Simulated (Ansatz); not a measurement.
Diatomic SeF, multiplicity 2 (the spin of the measured ground state). No spin–orbit coupling. Se is treated without relativity.

Seven points along R, fitted to fifth degree in 1/R; most abundant isotopes. Runs in def2 and cc sets follow the lowest solution found near the PBE0 minimum.

Correlated levels freeze the inner cores; with def2 sets outer-core shells near the valence are correlated too. CBS: X⁻³ extrapolation of the correlation energy, Hartree–Fock from the larger set.

The values were computed with Ansatz (a first-principles code) with Gaussian orbitals. Each number belongs to the level named beside it.

Question: What bond length and harmonic frequency does r2SCAN/def2-TZVPP give, and what D_e (from each atom's lowest state at the same level)?

Answer: r_e = 1.746 Å, ω_e = 690 cm⁻¹, D_e = 3.52 eV.

Question: What bond length and harmonic frequency does wB97M-V/def2-TZVPP give, and what D_e (from each atom's lowest state at the same level)?

Answer: r_e = 1.741 Å, ω_e = 709 cm⁻¹, D_e = 3.49 eV.

Question: What bond length and harmonic frequency does CCSD(T)/CBS(def2-TZVPP, def2-QZVPP) give?

Answer: r_e = 1.732 Å, ω_e = 708 cm⁻¹.

Measured for the ground state: ω_e x_e 1.84 cm-1 [NIST CCCBDB]. D_0 3.475 ± 0.43 eV (a handbook's tabulated 298 K bond energy less 3RT/2; such tables hold older values) [Luo, bond dissociation energies, CRC Handbook]. dipole 1.52 D [compilation of Liu, Meijer and Pérez-Ríos].
